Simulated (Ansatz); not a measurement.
Ca₂Te₂. The state is a singlet with charge 0. Geometry PBE-D4/def2-SVP, basis def2-TZVP, Ansatz.

```xyz
4

Ca   -0.304   -1.963    0.083
Ca    1.008    0.615   -1.600
Te    0.863    0.516    1.463
Te   -1.567    0.833    0.054
```

```json
{"run": "A", "HOMO (eV)": "-3.37", "LUMO (eV)": "-2.66"}
{"run": "B", "HOMO (eV)": "-3.37", "LUMO (eV)": "-2.58"}
{"run": "C", "HOMO (eV)": "-3.54", "LUMO (eV)": "-2.46"}
{"run": "D", "HOMO (eV)": "-3.86", "LUMO (eV)": "-2.14"}
```

In the def2 sets Te takes a core potential; there is no spin–orbit coupling. HSE06 is defined as in plane-wave codes, on full-range PBE exchange. Another isomer (singlet) lies 2.06 eV lower at PBE0-D4/def2-TZVP; other spin states weren't run for this one.

Q: The runs used HSE06, PBE, PBE0, r2SCAN. Estimate which is which.

A: A PBE (0 % exact exchange); B r2SCAN (0 % exact exchange); C HSE06 (range-separated); D PBE0 (25 % exact exchange). Exact exchange lowers occupied and raises empty levels; among semilocal functionals meta-GGAs tend to open the gap a little, and such runs are hard to tell apart. The gap grows from 0.70 eV (PBE) to 1.72 eV (PBE0). The restricted singlet is unstable towards broken spin symmetry in Hartree–Fock (as tested in another run); at PBE-D4/def2-TZVP, r2SCAN-D4/def2-TZVP, HSE06-D4/def2-TZVP, PBE0-D4/def2-TZVP this wasn't settled.
